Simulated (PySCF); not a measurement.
fluoro(fluorosilyloxy)silane (F2H4OSi2), SMILES F[SiH2]O[SiH2]F. Atoms are numbered in the order given.

```xyz
9

Si    -1.5421     0.3402    -0.3062
F     -1.9170    -0.5924     0.9630
O      0.0000     0.0000    -0.7705
Si     1.5421    -0.3402    -0.3062
F      1.9170     0.5924     0.9630
H     -1.6495     1.7547     0.1249
H     -2.4506    -0.0074    -1.4233
H      2.4506     0.0074    -1.4233
H      1.6495    -1.7547     0.1249
```

Geometry: PBE0-D3(BJ)/def2-SVP. The values are those of a single conformer.

These are PBE/def2-TZVP run with PySCF values and carry that method's errors.

Symmetry labels are those of the subgroup C2 that the program uses (full group C2).

Computed valence orbital energies around the gap with their symmetry:
```csv
orbital,symmetry,energy (eV)
HOMO−7,A,-10.73
HOMO−6,B,-10.67
HOMO−5,A,-10.19
HOMO−4,B,-9.56
HOMO−3,B,-9.35
HOMO−2,A,-9.31
HOMO−1,A,-8.07
HOMO,B,-7.87
LUMO,A,-0.65
LUMO+1,A,-0.41
LUMO+2,B,-0.35
LUMO+3,B,0.45
```
